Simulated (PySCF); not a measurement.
Delta-SCF ions had no search for a lower state. Excitations are Tamm–Dancoff values on a coarser integration grid. The basis has no diffuse functions, so Rydberg states are missing or too high.

## CH$_{3}$NO, SMILES `[H]/N=C/O` (N–C–O–H torsion 0°) (charge 0, multiplicity 1)

These are TPSSh-D3(BJ)/def2-TZVP // CAM-B3LYP-D3(BJ)/def2-TZVP (PySCF) values and carry that method's errors.

- HOMO: -7.39 eV
- dipole moment: 0.96 D
- HOMO–LUMO gap: 7.38 eV
- LUMO: -0.01 eV
- S1 excitation (TDA): 6.71 eV
- S1 oscillator strength: 0.003
- T1 excitation (TDA): 5.29 eV
- S1–T1 gap (TDA): 1.42 eV
- vertical ionisation energy (Delta-SCF): 10.70 eV
- total energy: -169.9511 Ha
- cost: about 80 core-seconds (a rough figure)

```xyz
6

N     -0.7327    -0.6673    -0.2962
C     -0.0207     0.3076     0.0441
O      1.2736     0.1691     0.3555
H     -1.6861    -0.3887    -0.4972
H     -0.3263     1.3497     0.1329
H      1.4923    -0.7703     0.2608
```
